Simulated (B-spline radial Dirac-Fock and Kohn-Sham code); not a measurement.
# Re⁴⁺: non-radiative channels of the 3p3/2 vacancy

System: Re⁴⁺ in the configuration [Xe] 4f14 5d3, inside a Watson sphere of charge -4 and radius 1.8 Å (a model of the Madelung potential; inside it an electron's potential energy is raised by 32.0 eV).

Model: a relativistic independent-particle model: LDA orbitals of the hole state, radiative multipoles to third order, Auger rates from the Coulomb interaction with a continuum orbital, Dirac-Fock energies. Program: a radial atomic solver. Kinetic energies are configuration averages from the vacuum level; the two-hole energies are estimated from single-hole states.

| transition | kinetic energy (eV) | width (meV) | share (%) |
| --- | --- | --- | --- |
| M3-M4N4 | 86.32 | 140 | 1.5 |
| M3-M4N5 | 98.99 | 141 | 1.5 |
| M3-M5N4 | 151.7 | 630 | 6.8 |
| M3-M5N5 | 166.5 | 867 | 9.4 |
| M3-M4O1 | 289.5 | 30.3 | 0.3 |
| M3-M4N6 | 324.8 | 207 | 2.2 |
| M3-M4N7 | 326.3 | 303 | 3.3 |
| M3-M4O3 | 338.4 | 86.2 | 0.9 |
| M3-M5O1 | 356.1 | 180 | 2.0 |
| M3-M5N6 | 390.2 | 2150 | 23.4 |
| M3-M5O2 | 392.6 | 164 | 1.8 |
| M3-M5N7 | 393.7 | 2600 | 28.2 |
| M3-M5O3 | 405.0 | 222 | 2.4 |
| M3-N1N3 | 1236.9 | 64.2 | 0.7 |
| M3-N2N3 | 1340.3 | 78.1 | 0.8 |
| M3-N3N3 | 1413.2 | 106 | 1.1 |
| M3-N3N4 | 1588.7 | 152 | 1.7 |
| M3-N3N5 | 1604.4 | 200 | 2.2 |
| M3-N2N7 | 1753.7 | 40.9 | 0.4 |
| M3-N3N6 | 1824.9 | 120 | 1.3 |
| M3-N3N7 | 1828.1 | 138 | 1.5 |
| M3-N4N7 | 2002.6 | 35.7 | 0.4 |
| M3-N6N7 | 2239.0 | 115 | 1.3 |
| M3-N7N7 | 2242.1 | 45.3 | 0.5 |

Coster-Kronig rates are the weakest part of this model and often come out 1.5 to 2.5 times too large. The listed channels hold 96 % of the non-radiative rate. Summed by principal shells, of 9.20 eV in all: MMN 76.4 %, MNN 13.6 %, MMO 8.2 %, MNO 1.8 %.

Values without a named source are computed, but for edge energies of neutral atoms, which are taken from tables.
